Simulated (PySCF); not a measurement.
C6H4O2, SMILES O=C1C=CC(=O)C=C1.

Geometry optimised at PBE0-D3(BJ)/def2-SVP.

These are PBE/def2-TZVP (PySCF) values and carry that method's errors.

Symmetry labels are those of the subgroup D2h that the program uses (full group D2h).

Task: List the valence orbital energies around the gap with their symmetry. (The exact figures need the calculation; the answer reports its results.)

Result: 
| orbital | symmetry | energy (eV) |
|---|---|---|
| HOMO−7 | B1u | -10.75 |
| HOMO−6 | B2g | -10.42 |
| HOMO−5 | Ag | -10.28 |
| HOMO−4 | B3g | -9.75 |
| HOMO−3 | B3u | -7.86 |
| HOMO−2 | B1g | -7.69 |
| HOMO−1 | B2u | -6.49 |
| HOMO | B3g | -6.29 |
| LUMO | B2g | -4.51 |
| LUMO+1 | Au | -1.99 |
| LUMO+2 | B3u | -1.03 |
| LUMO+3 | Ag | 0.66 |
